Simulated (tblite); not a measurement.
C₆H₁₄OSi.
SMILES with atom numbers: `[CH3:1][CH:2]([CH3:3])[CH2:4][C@@H:5]1[CH2:6][O:7][SiH2:8]1` (hydrogens: H9, H10, H11 on C1; H12 on C2; H13, H14, H15 on C3; H16, H17 on C4; H18 on C5; H19, H20 on C6; H21, H22 on Si8)

Geometry (GFN2-xTB, Å), atoms numbered from 1 in this order:
```xyz
22
C6H14OSi angstrom
C      2.2592    1.4162   -0.4511
C      1.3572    0.1956   -0.2727
C      1.5672   -0.4065    1.1138
C     -0.1052    0.5850   -0.5120
C     -1.0575   -0.6029   -0.5107
C     -2.4925   -0.2716   -0.9440
O     -3.2220   -0.7080    0.2080
Si    -1.9128   -1.1737    1.1054
H      2.0116    2.1797    0.2833
H      3.3036    1.1422   -0.3205
H      2.1402    1.8441   -1.4441
H      1.6367   -0.5530   -1.0235
H      0.9914   -1.3202    1.2345
H      2.6193   -0.6384    1.2665
H      1.2567    0.2983    1.8813
H     -0.4142    1.3096    0.2457
H     -0.1720    1.0824   -1.4862
H     -0.6390   -1.4006   -1.1259
H     -2.8434   -0.8220   -1.8185
H     -2.6698    0.7947   -1.0962
H     -1.9049   -2.6033    1.3891
H     -1.7201   -0.3283    2.2771
```

Calculated harmonic vibrations of the isolated species, GFN2-xTB (tblite), most abundant isotopes, no scaling. This tight-binding method is rough: wavenumbers can miss measured ones by several per cent, in bad cases by 10 to 20. Modes of hydrogen on silicon can be 10 to 20 % off. One conformer, not necessarily the lowest.

Harmonic wavenumbers (cm⁻¹): 50.7, 83.3, 108.4, 181.4, 206.0, 233.7, 248.3, 308.2, 362.6, 425.2, 444.6, 484.3, 560.2, 570.4, 660.2, 701.3, 782.1, 844.9, 877.9, 904.4, 924.7, 947.5, 984.8, 993.2, 1017.8, 1044.5, 1064.8, 1138.5, 1149.0, 1167.6, 1189.5, 1194.7, 1236.7, 1270.4, 1294.7, 1328.0, 1340.8, 1361.5, 1408.7, 1422.2, 1486.8, 1491.2, 1497.3, 1501.0, 1506.2, 1509.7, 2297.6, 2317.7, 2919.3, 2927.3, 2948.6, 2960.7, 2966.9, 2971.0, 3027.1, 3029.0, 3031.9, 3037.0, 3039.1, 3045.5.

A = 3547, B = 928.9, C = 787.9 MHz; mass 130.081 u (most abundant isotopes); point group C1, symmetry number 1.

Task: What is the zero-point energy?

Result: ½Σν̃ = 41014 cm⁻¹ = 117.27 kcal/mol.

Task: Entropy at 273.15 K, 1 bar (ideal gas, RRHO, classical rotation)?

Result: Translation 40.09, rotation 28.94, vibration 25.63: S = 94.7 cal/(mol K).

Task: And Cp and H(273.15 K) − H(0)?

Result: Cp = 37.03 cal/(mol K), of which vibrations give 29.08 (their classical limit is 60 R = 119.2); H(273.15 K) − H(0) = 6.02 kcal/mol without the zero-point energy, 3.84 from vibrations.

Task: Blend soft modes into free rotors: weight 1/[1 + (100 cm⁻¹/ν̃)⁴] for the oscillator and the rest for a rotor with moment μB/(μ + B), μ = h/(8π²ν), B = 10⁻⁴⁴ kg m². What vibrational entropy results?

Result: 23.92 cal/(mol K) in place of 25.63, which changes −T·S at 273.15 K by +0.47 kcal/mol.

Task: How do the functions run with temperature in this model?

Result: 
```
 T (K)  S (cal/(mol K))  Cp (cal/(mol K))  H − H(0) (kcal/mol)  G − H(0) (kcal/mol)  ln q(vib)
    50             58.1              12.5                 0.49                -2.42       0.42
   100             68.6              18.3                 1.26                -5.60       1.47
298.15             98.0              40.0                 6.98               -22.25       6.47
373.15            108.0              48.7                10.30               -29.98       8.44
   500            124.1              61.9                17.34               -44.71      11.84
   750            153.0              80.8                35.35               -79.43      18.52
  1000            178.1              93.4                57.23              -120.91      24.91
```

q(vib) and H(0) count from the zero-point level.

Task: Which modes carry the vibrational entropy at 273.15 K?

Result: 50.7 cm⁻¹: 4.62; 83.3 cm⁻¹: 3.64; 108.4 cm⁻¹: 3.13; 181.4 cm⁻¹: 2.15; 206.0 cm⁻¹: 1.92; 233.7 cm⁻¹: 1.70 cal/(mol K); the other 54 give 8.48 together.

Hindered rotation and anharmonicity are outside this model. Other conformers, if any are populated, would add a mixing term that is left out. The structure is chiral; the term R ln 2 for an equal mix with its mirror image is left out.
